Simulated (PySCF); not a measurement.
**Vertical excitation energies**

Compound: CHF₃O₂S.
SMILES: `FS(=O)(=O)C(F)F`

The calculation used PySCF 2.14.0, density-fitted response routines, TDDFT B3LYP/def2-SVPD, vertical, gas phase, core orbitals frozen in the response. Geometry: GFN2-xTB, one conformer, isolated molecule. Torsions of this conformer, `[O:1]=[S:2](=[O:3])([F:4])[CH:5]([F:6])[F:7]`: O1–S2–C5–F6 -79°.

| state | E (eV) | λ (nm) | f | main configurations (H = HOMO, L = LUMO) |
| --- | --- | --- | --- | --- |
| S1 | 7.81 | 158.8 | 0.0033 | H→L (69%), H-2→L (11%), H→L+1 (10%) |
| S2 | 7.99 | 155.2 | 0.0099 | H-1→L (75%), H→L (11%), H-1→L+1 (9%) |
| S3 | 8.16 | 151.9 | 0.0024 | H→L+1 (69%), H-1→L+1 (12%) |
| S4 | 8.50 | 145.9 | 0.102 | H-1→L+1 (64%), H→L+1 (13%), H-2→L (12%) |
| S5 | 8.67 | 143.0 | 0.031 | H-2→L+1 (44%), H-2→L (38%) |
| S6 | 8.77 | 141.4 | 0.028 | H-2→L+1 (44%), H-2→L (26%), H-1→L+2 (8%) |
| S7 | 9.29 | 133.4 | 0.0074 | H→L+2 (84%), H-3→L (9%) |
| S8 | 9.43 | 131.5 | 0.019 | H-1→L+2 (73%), H-3→L (8%) |

Triplets (Tamm–Dancoff): T1 7.21 eV, H→L (68%), H-1→L (13%); T2 7.40 eV, H-1→L (78%), H→L (16%); T3 7.62 eV, H-1→L+1 (60%), H→L+1 (24%).

The lowest singlet lies at 7.81 eV (159 nm, vacuum ultraviolet) and is very weak; its leading configuration is HOMO→LUMO (69%). The most intense listed level is S4 at 8.50 eV (146 nm, f = 0.102), 0.69 eV above S1. Löwdin shares by element: HOMO oxygen 75%, fluorine 8% or more, sulfur 8%; LUMO sulfur 30%, oxygen 30%, carbon 14% (atoms not listed hold the other 26%). Of the 8 states listed, 4 reach f = 0.01 and none stays under 0.0005. Weighted by f, the mean energy of these states is 8.64 eV. The listed states span 1.62 eV, and the widest gap between neighbours is 0.53 eV (S6 to S7). Only the lowest 8 singlets were computed, as vertical energies without vibronic structure.

Time: 24 s wall (grids of density and orbitals included); peak memory 0.64 GiB. Hardware: one thread, Arm Neoverse V1 (aarch64), shared host with 32 logical CPUs at a one-minute load of 21.
